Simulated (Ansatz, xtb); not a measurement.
**CH2MgTe: which of two structures lies lower**

Structure X: the triplet with the links of `[CH2]1[Mg][Te]1`. Structure Y: a singlet given by its coordinates. Both are isolated molecules in the gas phase, relaxed with B3LYP-D4/def2-TZVP.

X (Å):

```csv
atom,x (Å),y (Å),z (Å)
C,0.5488,-0.3356,0.6851
Mg,0.1302,-0.0462,-1.5576
Te,-0.6477,1.3757,0.7830
H,1.6127,-0.2219,0.8668
H,0.1166,-1.2762,1.0113
```

Y (Å):

```yaml
atoms:
  - { symbol: C, position_ang: [-0.1280, 0.2439, -1.0622] }
  - { symbol: Mg, position_ang: [1.7847, -0.0069, -0.2998] }
  - { symbol: Te, position_ang: [-0.8278, 0.5191, 0.8059] }
  - { symbol: H, position_ang: [-0.8871, 0.3029, -1.8390] }
  - { symbol: H, position_ang: [3.4288, -0.2535, -0.0090] }
```

Close contacts (Å): C1–Mg2 2.07, C1–Te3 2.01, Mg2–Te3 2.89, C1–H4 1.09, Mg2–H5 1.69.

Problem. Estimate which is lower in electronic energy at CCSD(T)/def2-TZVPP, and by roughly how much.

Solution. The CCSD(T)/def2-TZVPP calculation puts structure X lower, by 6.0 kcal/mol.

Level by level:

```json
{"level": "B3LYP-D4/def2-TZVP", "geometry": "B3LYP-D4/def2-TZVP", "E(Y) − E(X) (kcal/mol)": "+9.0", "departure from the last row (kcal/mol)": "+3.0", "job, with rough time for the two": "optimisation, 86 s"}
{"level": "HF/def2-TZVPP", "geometry": "B3LYP-D4/def2-TZVP", "E(Y) − E(X) (kcal/mol)": "+23.3", "departure from the last row (kcal/mol)": "+17.3", "job, with rough time for the two": "part of the CCSD(T) run"}
{"level": "MP2/def2-TZVPP", "geometry": "B3LYP-D4/def2-TZVP", "E(Y) − E(X) (kcal/mol)": "+8.0", "departure from the last row (kcal/mol)": "+2.0", "job, with rough time for the two": "part of the CCSD(T) run"}
{"level": "CCSD(T)/def2-TZVPP", "geometry": "B3LYP-D4/def2-TZVP", "E(Y) − E(X) (kcal/mol)": "+6.0", "departure from the last row (kcal/mol)": "", "job, with rough time for the two": "single point, 2.7 min"}
```

The levels shown agree on the order. The largest departure from CCSD(T)/def2-TZVPP is that of HF/def2-TZVPP, 17.3 kcal/mol. At CCSD(T)/def2-TZVPP a singlet with the links of X lies below this triplet. Levels run at GFN2-xTB geometries aren't shown.

With harmonic frequencies from B3LYP-D4/def2-TZVP (ideal gas, rigid rotor, one conformer each, 298.15 K, 1 atm): on the last row, ΔE + ΔZPE = +3.0, ΔH = +3.0, ΔG = +3.8 kcal/mol.

The T1 diagnostic of structure Y is large, so the coupled-cluster value is less sure. Open shells are spin-unrestricted. The correlated steps freeze 6 core orbitals; the filled d shell of Te is correlated; the last core shell of Mg is correlated, in a basis made for valence electrons. Atoms past krypton carry core potentials in the def2 sets and no spin–orbit term is included. ΔG holds the spin degeneracy. Programs: Ansatz 0.2.0; the last row on 2 threads of Intel(R) Xeon(R) Processor @ 2.70GHz on a shared host.
